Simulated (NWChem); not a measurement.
System: GaN3H6; SMILES [NH2][Ga]([NH2])[NH2]

```xyz
10

Ga    -0.0023     0.0001    -0.0022
N     -0.8980     1.5861     0.0240
H     -1.8761     1.6447    -0.2311
H     -0.4257     2.4568    -0.1856
N      1.8210    -0.0153     0.0168
H      2.3261    -0.8499     0.2891
H      2.3399     0.8108     0.2891
N     -0.9244    -1.5708     0.0240
H     -0.4667    -2.4494    -0.1856
H     -1.9033    -1.6130    -0.2311
```
Atoms are numbered in this order, from 1.

Computed with NWChem. Pople sets run with spherical d functions. All runs use the structure optimised with PBE0/def2-SVP. GIAO values for the isolated, static molecule; σ is the absolute isotropic shielding, δ = σ(reference) − σ with the isolated reference molecule computed at the same levels (1H: tetramethylsilane, 15N: ammonia).

```json
[
 {"level": "KT2/pcSseg-1", "σ Ga1 (ppm)": "(withheld)", "δ N2 (ppm)": "(withheld)", "δ H3 (ppm)": "0.13", "δ H4 (ppm)": "0.14", "δ N5 (ppm)": "(withheld)", "δ H6 (ppm)": "0.10"},
 {"level": "PBE/pcSseg-1", "σ Ga1 (ppm)": "1260.0", "δ N2 (ppm)": "12.0", "δ H3 (ppm)": "0.11", "δ H4 (ppm)": "0.12", "δ N5 (ppm)": "11.2", "δ H6 (ppm)": "0.09"},
 {"level": "B3LYP/6-31G*", "σ Ga1 (ppm)": "1522.6", "δ N2 (ppm)": "9.9", "δ H3 (ppm)": "-0.36", "δ H4 (ppm)": "-0.36", "δ N5 (ppm)": "9.1", "δ H6 (ppm)": "-0.37"},
 {"level": "B3LYP/6-311G**", "σ Ga1 (ppm)": "1301.3", "δ N2 (ppm)": "8.5", "δ H3 (ppm)": "-0.05", "δ H4 (ppm)": "-0.05", "δ N5 (ppm)": "7.6", "δ H6 (ppm)": "-0.09"}
]
```

Question: Fill in the missing entries.

Answer: 
- KT2/pcSseg-1, σ Ga1 (ppm): 1327.1
- KT2/pcSseg-1, δ N2 (ppm): 9.3
- KT2/pcSseg-1, δ N5 (ppm): 8.6
